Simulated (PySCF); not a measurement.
Compound: VSCl3 (singlet state).
SMILES: `[S]=[V]([Cl])([Cl])[Cl]`

Method used: PBE0-D3(BJ)/def2-SVP geometry optimisation, gas phase in PySCF 2.14.0.

Masses are those of the commonest isotopes; rigid-rotor values at the optimised geometry. 

**Question.** Give the principal moments of inertia and the rotational constants in MHz.

**Answer.** Ia = 381.35, Ib = 384.36, Ic = 424.51 u·Å²; 505379 MHz·u·Å²/I gives A = 1325, B = 1315, C = 1191 MHz.

**Question.** What kind of rotor is it?

**Answer.** An oblate symmetric top, as the point group C3v requires two equal moments; the computed ones differ by 0.79 % because the geometry is symmetric only within the optimiser's tolerance; Ray's κ = 0.846.

**Question.** Is it planar, by Δ = Ic − Ia − Ib?

**Answer.** Not planar: Δ = Ic − Ia − Ib = -341.21 u·Å². For a rigid frame Δ = −2 Σ m c², so Σ m c² = 170.60 u·Å² lies off the ab plane. The atom farthest from that plane is 2.01 Å away.

**Question.** Give the other two planar moments, Paa and Pbb, and the rms extents of the mass along the axes.

**Answer.** Paa = Σ m a² = (Ib + Ic − Ia)/2 = 213.76 and Pbb = Σ m b² = (Ia + Ic − Ib)/2 = 210.75 u·Å². With the mass M = 187.82 u, the rms extents √(P/M) along a, b and c are 1.07, 1.06, 0.95 Å.

**Question.** Where do the R-branch lines fall?

**Answer.** The dipole of 0.40 D lies along the symmetry axis, so ΔK = 0 and J+1 ← J falls at 2B(J+1) for every K: 2.64 GHz, 5.28 GHz, 7.92 GHz, 10.56 GHz, 13.20 GHz for J = 0 to 4.

**Question.** Estimate the classical rotational partition function at 25 K, 100 K and 200 K.

**Answer.** Point group C3v, symmetry number σ = 3; q = (√π/σ)·√((kT/h)³/(ABC)), k/h = 20836.6 MHz/K: 4880 at 25 K, 39000 at 100 K, 110000 at 200 K.

PBE0-D3(BJ)/def2-SVP frequencies: not computed here. No vibrational averaging or centrifugal distortion is included, and the geometry carries the error of its method.
